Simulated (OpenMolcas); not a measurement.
Mn III.

```yaml
Program: OpenMolcas
Basis: ANO-RCC-VTZP [6s5p3d2f1g]
Scalar_Hamiltonian: DKH2, point nucleus
Active_space: 5 electrons in 9 orbitals (RAS2 3d 4s; RAS3 4p, at most 2 electrons)
State_averaging: 2S+1 = 6 even, 6 roots; 2S+1 = 4 even, 64 roots kept (CI in the orbitals of an earlier block); 2S+1 = 2 even, 88 roots kept (CI in the orbitals of an earlier block); 2S+1 = 6 odd, 15 roots; 2S+1 = 4 odd, 10 roots kept (CI in the orbitals of an earlier block); 2S+1 = 2 odd, 9 roots kept (CI in the orbitals of an earlier block, 0 in the spin-orbit step)
Spin-orbit_coupling: state interaction with AMFI integrals over the reference wave functions, term energies averaged over their components
```

Two sets of levels on these reference wave functions, in eV above 3d⁵ ⁶S_5/2: one from RASSCF and one from MS-RASPT2, IPEA 0.25 Eh, imaginary shift 0.1 Eh (closed shells correlated: 3s 3p).

```json
{"Level": "3d⁵ ⁶S_5/2", "Set 1": "0.0000", "Set 2": "0.0000"}
{"Level": "3d⁵ ⁴G_5/2", "Set 1": "4.239", "Set 2": "3.382"}
{"Level": "3d⁵ ⁴G_7/2", "Set 1": "4.241", "Set 2": "3.385"}
{"Level": "3d⁵ ⁴G_11/2", "Set 1": "4.241", "Set 2": "3.385"}
{"Level": "3d⁵ ⁴G_9/2", "Set 1": "4.242", "Set 2": "3.386"}
{"Level": "3d⁵ ⁴P_5/2", "Set 1": "4.821", "Set 2": "3.664"}
{"Level": "3d⁵ ⁴P_3/2", "Set 1": "4.826", "Set 2": "3.670"}
{"Level": "3d⁵ ⁴P_1/2", "Set 1": "4.832", "Set 2": "3.677"}
{"Level": "3d⁵ ⁴D_7/2", "Set 1": "5.259", "Set 2": "4.020"}
{"Level": "3d⁵ ⁴D_1/2", "Set 1": "5.265", "Set 2": "4.028"}
{"Level": "3d⁵ ⁴D_3/2", "Set 1": "5.269", "Set 2": "4.033"}
{"Level": "3d⁵ ⁴D_5/2", "Set 1": "5.270", "Set 2": "4.033"}
{"Level": "3d⁵ ²I_11/2", "Set 1": "6.054", "Set 2": "4.982"}
{"Level": "3d⁵ ²I_13/2", "Set 1": "6.059", "Set 2": "4.989"}
{"Level": "3d⁴ 4s ⁶D_1/2", "Set 1": "6.378", "Set 2": "7.673"}
{"Level": "3d⁴ 4s ⁶D_3/2", "Set 1": "6.392", "Set 2": "7.687"}
```

Question: Which set is which?

Answer: Set 2 is MS-RASPT2. Its levels of the other terms of 3d⁵ lie at 0.76 to 0.82 of the other set's values, as expected, since terms of lower spin or lower L gain more correlation energy than the Hund ground term. Against 9 measured levels (Corliss and Sugar, J. Phys. Chem. Ref. Data 6, 1253 (1977)) the mean absolute deviation is 490 cm-1 with it and 9900 cm-1 without; single levels miss by up to 1100 cm-1 with it.

CASPT2 breaks the degeneracy within a term, and the mean is taken; among the terms shown or strongly mixed into the levels shown the widest spread is 290 cm-1 (3d⁵ ⁴G, MS-RASPT2). Over all roots computed the reference weight is 0.87 to 0.95 in MS-RASPT2; the roots of lowest weight are the least certain, and an intruder state may touch them. Some high roots are left out of the spin-orbit mixing, which shifts the levels that they would mix with. Terms from blocks run as CI alone lack orbitals of their own. A single d shell beside an s shell can misplace configurations of different d count against each other. Without dynamic correlation excited terms often stand tens of per cent too high (terms of higher spin than the ground term too low), and those without a measured partner can miss by more than the paired ones (holds for RASSCF). Blocks of more than 70 roots (2S+1 = 2 even) ran without multistate coupling (holds for MS-RASPT2). Computed and measured levels are paired by configuration, term and J; levels that our copy of the source lacks, or whose pairing is in doubt (as where it misses far off the trend of its configuration), stay unpaired and out of the deviations. Only configurations of the active space appear. The table leaves out levels that lie high or whose names do not pair safely across all columns.
